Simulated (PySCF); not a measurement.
**Two-photon absorption: `CB(C)c1ccc(N)cc1`, C₈H₁₂BN**

Cartesian coordinates in Å; atom numbers follow the order of the lines, from 1:
```xyz
22

C    -2.6993   -1.2923    0.6425
B    -1.8098   -0.0677    0.1898
C    -2.5696    1.2827   -0.1229
C    -0.2648   -0.1831    0.0482
C     0.4234   -1.3932    0.2774
C     1.7975   -1.5098    0.1512
C     2.5755   -0.3964   -0.2223
N     3.9371   -0.4901   -0.3167
C     1.9147    0.8252   -0.4593
C     0.5396    0.9152   -0.3232
H    -2.2354   -2.2868    0.5751
H    -2.9639   -1.1285    1.7046
H    -3.6608   -1.3162    0.1035
H    -3.4725    1.4066    0.4963
H    -2.9312    1.2147   -1.1671
H    -1.9688    2.2013   -0.0552
H    -0.1435   -2.2821    0.5653
H     2.2897   -2.4680    0.3408
H     4.3531   -1.4089   -0.3661
H     4.4363    0.2397   -0.8043
H     2.4993    1.7034   -0.7479
H     0.0665    1.8815   -0.5151
```

The calculation used TDDFT CAM-B3LYP/def2-SVPD excited states, vertical, gas phase in PySCF. Geometry: PBE0-D3(BJ)/def2-SVP.

(1) How strongly do the lowest singlets absorb one photon, and two photons of half the energy?

## Answers

(1) δ for parallel linear polarisation; σ at the peak of a Lorentzian of half width 0.1 eV, single beam; Ω is circular over linear.
```
state  E (eV)      f  photon λ (nm)  δ (au)  σ (GM)     Ω                                main
   S1    4.84  0.445            512    1050    9.03  0.71                      HOMO→LUMO 0.86
   S2    4.86  0.052            511    99.4    0.86  0.72  HOMO→LUMO+1 0.64, HOMO−1→LUMO 0.25
   S3    5.65  0.003            439    55.2    0.65  1.02  HOMO→LUMO+2 0.49, HOMO→LUMO+3 0.46
   S4    5.97  0.169            416    3.45    0.04  1.48  HOMO−1→LUMO 0.69, HOMO→LUMO+1 0.27
   S5    6.15  0.001            403    2.16    0.03  0.65                    HOMO−2→LUMO 0.92
   S6    6.16  0.002            402    0.88    0.01  0.64                    HOMO−3→LUMO 0.93
```

Among these, the strongest one-photon state is S1, the strongest two-photon state S1, with a dipole change of 3.7 D (relaxed, norm of the difference vector).
